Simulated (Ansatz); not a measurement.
Frontier orbitals of ClFH$_{4}$OSiSn, SMILES `[F][SnH]([Cl])[O][SiH3]`.

The species carries charge 0 and has multiplicity 1. Correlated methods include outer-core shells of Sn, which these sets cover unevenly. Sn: def2 effective core potential. All single points use the PBE0-D4/def2-TZVP geometry. It is one conformer, not always the lowest. Basis def2-TZVPP, Ansatz.

```
functional  HOMO (eV)  LUMO (eV)  gap (eV)
       PBE      -7.50      -2.84      4.66
    revPBE      -7.46      -2.73      4.73
      PBE0      -8.95      -1.86      7.09
     B3LYP      -8.73      -2.19      6.54
 CAM-B3LYP     -10.38      -0.83      9.55
   ωB97M-V     -11.25       0.17     11.42
```

Against PBE, PBE0 changes HOMO and LUMO by −1.45 and +0.98 eV, ωB97M-V by −3.75 and +3.00 eV. A gap of 4.66 eV thus becomes 11.41 eV for the same molecule, so an orbital gap means little without its functional. A positive LUMO is unbound and depends on the basis.

B3LYP here is the variant with VWN-RPA as its local correlation; programs differ in this.
